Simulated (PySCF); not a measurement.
## Ionisation energy of Sb²⁺ by level of theory

Sb²⁺ [Kr] 4d10 5s2 5p1 (2P) → Sb³⁺ [Kr] 4d10 5s2 (1S), as a difference of total energies. Calculation: PySCF 2.14, in aug-cc-pVQZ-DK3 (9s8p6d3f2g, 102 functions); scalar relativity by spin-free X2C-1e. Correlated levels: valence: [Kr] 4d10 frozen. The calculations carry no spin-orbit coupling.

| method | ionisation energy (eV) |
| --- | --- |
| UHF | 24.145 |
| PBE0 | 24.741 |
| r2SCAN | 24.858 |
| HSE06 | 24.757 |
| PW91 | 24.792 |
| TPSSh | 24.678 |
| MP2 (valence) | 24.395 |
| SCS-MP2 (valence) | 24.389 |

Question: Estimate what PBE gives.

Answer: 24.703 eV, closest to TPSSh among the rows shown.

Question: Estimate what LDA gives.

Answer: 24.938 eV, closest to r2SCAN among the rows shown.

A first-order spin-orbit estimate (lowest level to lowest level, LS coupling) adds 0.487 eV.

Errors of the correlated levels include the incompleteness of this basis and the frozen core.

For comparison: 25.323 eV (measured; NIST Atomic Spectra Database, ionization energies).
